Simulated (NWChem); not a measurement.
Molecule: BHOF₂; SMILES B(O)(F)F

```xyz
5

B     -0.0234    -0.0085     0.0000
F      1.2972    -0.1393     0.0000
F     -0.7587    -1.1014     0.0000
O     -0.6196     1.1941     0.0000
H      0.0077     1.9240     0.0000
```
Atoms are numbered in this order, from 1.

Results from NWChem. Geometry: optimised at PBE0/def2-SVP. Atomic charges in e: unrestrained fits to the electrostatic potential beside Mulliken populations; buried atoms are poorly determined by the fit.

Task: Estimate the computed values for B3LYP/def2-SVP. Quantities: ESP B1; Mulliken B1; ESP F2; Mulliken F2; ESP F3; Mulliken F3; ESP O4; Mulliken O4; relative RMS misfit of the potential (%).

Result: 
| Property | Value |
|---|---|
| ESP B1 | 0.87 |
| Mulliken B1 | 0.16 |
| ESP F2 | -0.34 |
| Mulliken F2 | -0.13 |
| ESP F3 | -0.30 |
| Mulliken F3 | -0.10 |
| ESP O4 | -0.64 |
| Mulliken O4 | -0.12 |
| relative RMS misfit of the potential (%) | 13 |
